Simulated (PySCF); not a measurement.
1,1-difluoro-2-vinylcyclopropane, C5H6F2.
SMILES: `C=C[C@@H]1CC1(F)F`

Jobs on this species (13 atoms, 54 electrons) with PySCF (density fitting). Hardware of each: one thread of an Arm Neoverse V2, no GPU, on a shared host. The host was shared with other jobs, so the times are rough. Peak memory is the resident size of the whole Python process, interpreter and libraries included.

```csv
level and settings,work,basis functions,SCF cycles,wall time,peak memory
"delta-SCF UKS SCAN, pcX-2 on the ionised atom, pcseg-1 elsewhere, spin-free X2C","ΔSCF core ionisation, 7 holes",159,?,?,?
"delta-SCF UKS PBE, pcX-2 on the ionised atom, pcseg-1 elsewhere, spin-free X2C","ΔSCF core ionisation, 7 holes",159,124,29 s,0.61 GiB
"delta-SCF UKS HF, pcX-2 on the ionised atom, pcseg-1 elsewhere, spin-free X2C","ΔSCF core ionisation, 7 holes",159,126,38 s,0.57 GiB
"delta-SCF UKS SCAN, pcX-1 on the ionised atom, pcseg-1 elsewhere, spin-free X2C","ΔSCF core ionisation, 7 holes",138,133,43 s,0.53 GiB
"delta-SCF UKS SCAN, pcX-2 on the ionised atom, pcseg-1 elsewhere, non-relativistic","ΔSCF core ionisation, 7 holes",159,136,50 s,0.56 GiB
"delta-SCF UKS B3LYP, pcX-2 on the ionised atom, pcseg-1 elsewhere, spin-free X2C","ΔSCF core ionisation, 7 holes",159,113,59 s,0.70 GiB
"delta-SCF UKS PBE0, pcX-2 on the ionised atom, pcseg-1 elsewhere, spin-free X2C","ΔSCF core ionisation, 7 holes",159,111,56 s,0.70 GiB
"delta-SCF UKS SCAN, def2-TZVP on the ionised atom, pcseg-1 elsewhere, spin-free X2C","ΔSCF core ionisation, 7 holes",145,135,48 s,0.53 GiB
"PBE0-D3(BJ)/def2-SVP, grid level 1",geometry optimisation from a GFN2-xTB start shaken at random,128,80,71 s,0.50 GiB
```

Question: Fill in the missing figures.

Answer: 
- delta-SCF UKS SCAN, pcX-2 on the ionised atom, pcseg-1 elsewhere, spin-free X2C; ΔSCF core ionisation, 7 holes: 54 s, 0.61 GiB, 136 SCF cycles

Question: What do all jobs in the table cost together?

Answer: About 7.5 min; the longest takes about 16 % of that, and about 2.4 times as long as the shortest.
